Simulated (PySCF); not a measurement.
H$_{2}$BFS$_{2}$ (SMILES FB(S)S), singlet, at a GFN2-xTB geometry, atoms displaced at random by about 0.08 Å a coordinate. Base run: PySCF with TPSS/STO-3G, gradient.

The PySCF input:
```python
from pyscf import gto, scf, dft

mol = gto.Mole()
mol.atom = '''
    B    -0.28637515   -0.15312868   -0.02188553
    F    -1.59087124   -0.76497271   -0.07793302
    S    -0.08529971    1.50786723   -0.83325543
    H     1.06203775    1.70107660   -0.64394443
    S     1.05640969   -1.11440980    0.87137755
    H     2.02202585   -0.19562851    0.74276871
'''
mol.basis = 'sto-3g'
mol.verbose = 4
mol.build()

mf = dft.RKS(mol)
mf.xc = 'tpss'
mf.kernel()
g = mf.nuc_grad_method()
grad = g.kernel()
```

The coordinate followed is y of atom 2.

Variants of this job, named by their change:

```json
[
 {"change": "base", "dE/dx (Eh/bohr)": "-0.035843", "net force (Eh/bohr)": "0.000180"},
 {"change": "finite difference step (bohr) = 0.05; conv_tol = 1e-11", "dE/dx (Eh/bohr)": "-0.035883", "net force (Eh/bohr)": "-"},
 {"change": "grid_response = on", "dE/dx (Eh/bohr)": "-0.035892", "net force (Eh/bohr)": "0.000000"},
 {"change": "conv_tol = 1e-11", "dE/dx (Eh/bohr)": "-0.035843", "net force (Eh/bohr)": "0.000180"},
 {"change": "grids.level = 0; grid_response = off", "dE/dx (Eh/bohr)": "[?]", "net force (Eh/bohr)": "0.089933"},
 {"change": "grids.level = 5; grid_response = off", "dE/dx (Eh/bohr)": "-0.035927", "net force (Eh/bohr)": "0.000040"},
 {"change": "conv_tol = 1e-4", "dE/dx (Eh/bohr)": "-0.035815", "net force (Eh/bohr)": "0.000180"},
 {"change": "grids.level = 5; grid_response = on", "dE/dx (Eh/bohr)": "-0.035928", "net force (Eh/bohr)": "0.000000"},
 {"change": "finite difference step (bohr) = 1e-5; conv_tol = 1e-11", "dE/dx (Eh/bohr)": "-0.035892", "net force (Eh/bohr)": "-"},
 {"change": "finite difference step (bohr) = 0.01; conv_tol = 1e-11", "dE/dx (Eh/bohr)": "-0.035891", "net force (Eh/bohr)": "-"},
 {"change": "density fitting = on", "dE/dx (Eh/bohr)": "-0.035841", "net force (Eh/bohr)": "0.000180"},
 {"change": "density fitting = on; auxbasis_response = off", "dE/dx (Eh/bohr)": "-0.034687", "net force (Eh/bohr)": "0.002617"}
]
```

**Question.** Complete the blanks.

**Answer.** 
- grids.level = 0; grid_response = off, dE/dx (Eh/bohr): -0.059731

The net force is zero for an exact gradient.
